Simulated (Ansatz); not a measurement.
Consider the hydrogenolysis of a B–C bond: `CBCC(O)=S` + H₂ → `BCC(O)=S` + CH₄.

Gas-phase electronic energies from Ansatz, PBE0-D4/def2-TZVP geometries. CCSD(T)/CBS is the MP2 limit (def2-TZVPP, def2-QZVPP) plus CCSD(T) − MP2 in def2-TZVPP, frozen cores. This one scheme is used for every species. DFT in def2-TZVPP. B3LYP here is the variant with VWN-RPA as its local correlation; programs differ in this. Each species was taken in one conformer, which may not be the lowest.

```csv
level,ΔE (kJ/mol),difference from CCSD(T)/CBS
PBE-D4,-6.3,5.4
r2SCAN-D4,-7.6,4.1
PBE0-D4,-9.6,2.1
B3LYP-D4,-13.4,-1.7
ωB97X-V,-13.0,-1.3
ωB97M-V,-10.9,0.8
B2PLYP,-17.0,-5.3
PBE,-10.6,1.1
r2SCAN,-9.0,2.7
PBE0,-13.5,-1.8
B3LYP,-20.2,-8.5
HF/def2-TZVPP,-34.1,-22.4
MP2/def2-TZVPP,-9.8,1.9
SCS-MP2/def2-TZVPP,-15.9,-4.2
CCSD/def2-TZVPP,-17.2,-5.5
CCSD(T)/def2-TZVPP,-13.5,-1.8
HF/def2-QZVPP,-34.1,-22.4
MP2/def2-QZVPP,-8.8,2.9
SCS-MP2/def2-QZVPP,-14.9,-3.2
HF/CBS(def2),-34.0,-22.3
MP2/CBS(def2),-8.0,3.7
CCSD/CBS(def2),-15.4,-3.7
CCSD(T)/CBS,-11.7,0
```

Largest T1 diagnostic among the species: 0.016.

In def2-TZVPP, CCSD(T) changes the Hartree–Fock value by +20.7 kJ/mol (the triples alone add +3.8 kJ/mol) and MP2 by +24.3 kJ/mol. The D4 term adds +6.7 kJ/mol with B3LYP and +3.9 kJ/mol with PBE0; it sums over pairs of atoms, weighted by their polarisabilities, and B3LYP, whose exchange is more repulsive, gets the larger term.
